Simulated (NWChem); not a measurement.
Species: Si2H4O, singlet; SMILES O[Si][SiH3]

```xyz
7

Si    -0.7304     0.8688    -0.0612
O      0.7820     1.6194     0.0627
H      1.5821     1.0584     0.0739
Si     0.0935    -1.4524    -0.0169
H      1.5815    -1.5010    -0.3153
H     -0.5993    -2.4143    -0.9515
H     -0.0770    -2.0026     1.3835
```
Atoms are numbered in this order, from 1.

Computed with NWChem. Geometry optimised at PBE-D3(BJ)/def2-SVP; all other runs use it. Pople sets run with spherical d functions. Low-valent species are run as closed-shell singlets; no triplet was tried in these runs. Vzz has the sign of the potential's second derivative.

```csv
quantity,level,value
cavity-dispersion-structure term (kcal/mol) in water,"PBE/def2-SVP, SMD",2.2
highest occupied level (eV),BLYP/def2-SVP,-5.10
"vertical ionisation energy, ΔSCF (eV)",PBE/6-31+G*,(withheld)
Vzz O2 (a.u.),PBE0/6-31G*,(withheld)
"vertical, lowest state with f > 0.02, singlet (eV)","LDA (Slater exchange, VWN5)/6-31+G*, TDA",4.26
dipole (D),PBE-D3(BJ)/def2-SVP,0.98
highest harmonic frequency (cm⁻¹),PBE-D3(BJ)/def2-SVP,(withheld)
```

**Question.** Fill in the missing entries.

**Answer.** 
- vertical ionisation energy, ΔSCF (eV), value: 8.36
- Vzz O2 (a.u.), value: 1.166
- highest harmonic frequency (cm⁻¹), value: 3678
